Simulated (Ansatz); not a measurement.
`[F][Zn][GaH2]` + `BC` → `[F][ZnH]` + `B[CH2][GaH2]` at 600 K and 1 bar (redistribution).

Gas-phase electronic energies from Ansatz, PBE0-D4/def2-TZVP geometries. CCSD(T)/CBS adds triple-zeta CCSD(T) − MP2 to the extrapolated MP2 energy (def2 sets, frozen cores). This one scheme is used for every species. For Ga, Zn outer-core shells are correlated without core-valence functions, which leaves a few kJ/mol of doubt a bond. Scalar relativity is left out up to krypton.

```json
{"species": "`[F][Zn][GaH2]`", "CCSD(T)/CBS energy (Eh)": "-3803.33937", "H − E (kJ/mol)": "82.1", "S (J/(mol·K))": "373.1"}
{"species": "`BC`", "CCSD(T)/CBS energy (Eh)": "-65.83255", "H − E (kJ/mol)": "180.5", "S (J/(mol·K))": "296.9"}
{"species": "`[F][ZnH]`", "CCSD(T)/CBS energy (Eh)": "-1878.79355", "H − E (kJ/mol)": "46.7", "S (J/(mol·K))": "267.2"}
{"species": "`B[CH2][GaH2]`", "CCSD(T)/CBS energy (Eh)": "-1990.36717", "H − E (kJ/mol)": "209.9", "S (J/(mol·K))": "402.0"}
```

H − E and S are ideal-gas, rigid-rotor, harmonic terms from PBE0-D4/def2-TZVP, for one conformer and one mirror image of each species. 1 Eh = 2625.50 kJ/mol, R = 8.31446 J/(mol·K).

Q: By hand: ΔE, ΔH, ΔS and ΔG.

A: ΔE = (-1878.79355) + (-1990.36717) − (-3803.33937) − (-65.83255) = 0.01120 Eh = 29.4 kJ/mol. Δ(H − E) = 46.7 + 209.9 − 82.1 − 180.5 = -6.0, so ΔH = 23.4 kJ/mol. ΔS = 267.2 + 402.0 − 373.1 − 296.9 = -0.8 J/(mol·K). ΔG = 23.4 − 600 × (-0.8)/1000 = 23.9 kJ/mol.

Q: By hand: the equilibrium constant, and the temperature at which ΔG would vanish if ΔH and ΔS stayed fixed.

A: log₁₀ K = −ΔG/(RT ln 10) = -2.1. ΔH and −TΔS have one sign here, so there is no such temperature.

The number of gas molecules stays the same, so ΔS is small and ΔH decides. A doubt of 5 kJ/mol in ΔE shifts log₁₀ K by 0.4 here. Other conformers and mirror images would add mixing entropy, several J/(mol·K) or more a flexible species. Modes under 60 cm⁻¹, often nearly free rotors, make the harmonic entropy too high. These are equilibria of isolated gas molecules and say nothing of rates. Largest T1 diagnostic: 0.018 (customary marks: 0.02 for closed shells, 0.045 for open ones).

ΔS is within the doubt of such terms, so its sign, and with it that verdict, could turn.
